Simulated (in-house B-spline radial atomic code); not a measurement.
Configurations of K II (K+), with energies counted from [Ne] 3s2 3p6. All numbers are computed (non-relativistic Hartree-Fock with fractional occupations, spin-polarised, spherical fractional occupations; point nucleus) with a radial B-spline atomic code at the basis-set limit, not measured. Caution: exact exchange at fractional occupations of open shells leaves self-interaction of up to several eV. Shells without spins written out take the highest spin.

Occupations are held fixed; configurations that lie above the ionisation limit could autoionise.

| configuration | E - E(ref) (eV) | highest orbital | its <r> (bohr) |
| --- | --- | --- | --- |
| [Ne] 3s2 3p5 4p1 | 29.262 | 4p up | 5.095 |
| [Ne] 3s2 3p(2 up, 3 down) 4f(0 up, 1 down) | 33.565 | 4f down | 11 |
| [Ne] 3s1 3p6 4s1 | 41.043 | 4s up | 3.852 |
| [Ne] 3s(0 up, 1 down) 3p6 4f(1 up, 0 down) | 49.606 | 4f up | 11 |
| [He] 2s2 2p5 3s2 3p6 4s1 | 319 | 4s up | 3.789 |
| [He] 2s2 2p5 3s2 3p6 4d1 | 326.59 | 4d up | 8.288 |

**Question.** Order these further configurations by energy, lowest first.
A. [Ne] 3s1 3p6 4f1
B. [Ne] 3s2 3p5 4s1
C. [Ne] 3s(0 up, 1 down) 3p6 4p(0 up, 1 down)
D. [Ne] 3s(0 up, 1 down) 3p6 3d(0 up, 1 down)
E. [Ne] 3s2 3p5 4d1

**Answer.** B (25.037 eV), E (32.495 eV), C (45.281 eV), D (45.565 eV), A (49.606 eV).

**Question.** How far above the reference does [He] 2s2 2p5 3s2 3p6 3d1 lie?

**Answer.** 323.65 eV; its least bound orbital is 3d up with <r> = 3.378 bohr.

**Question.** How far above the reference does [Ne] 3s1 3p6 4d1 lie?

**Answer.** 48.504 eV; its least bound orbital is 4d up with <r> = 8.471 bohr.
